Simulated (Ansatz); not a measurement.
HCl, charge +1, doublet, at a GFN2-xTB geometry (a state made from the parent by changing its charge; the spin is typed, not shown lowest); HF/def2-TZVP (Ansatz, a program for electronic structure).

Input for Ansatz:
Ansatz 0.2 input:
```yaml
crystal:
  periodic: [false, false, false]
  atoms:
    - {symbol: Cl, position_ang: [-0.00000000, -0.00000000, -0.07394818]}
    - {symbol: H, position_ang: [0.00000000, 0.00000000, 1.25711911]}
basis:
  gaussian:
    orbitals: def2-TZVP
hamiltonian:
  xc: hf
total_charge: 1
magnetization: {spin_polarized: true, initial_magnetization: 1}
```

Task: Write the output that Ansatz gives for this input, abridged.

Result: 
```
Functional definition: HF
366 factors; their error is unknown
mean field evaluation 1: about -12507.6660 eV, gradient 1.0e1 eV
mean field evaluation 2: about -12508.1696 eV, gradient 3.3e0 eV
mean field evaluation 4: about -12508.2317 eV, gradient 2.8e-1 eV
mean field evaluation 8: about -12508.3926 eV, gradient 2.8e-4 eV
mean field -12508.39257249 eV, -459.6749485459 hartree, gradient 1.8e-5 eV, S^2 0.761864; 0 other end points of the search recorded, 0 dependent functions left out
reference -12508.39257249 eV, -459.6749485459 hartree; 9, 8 occupied and 34, 35 virtual orbitals, 366 factors
Total energy: -12508.39257249 eV, -459.6749485459 hartree
```
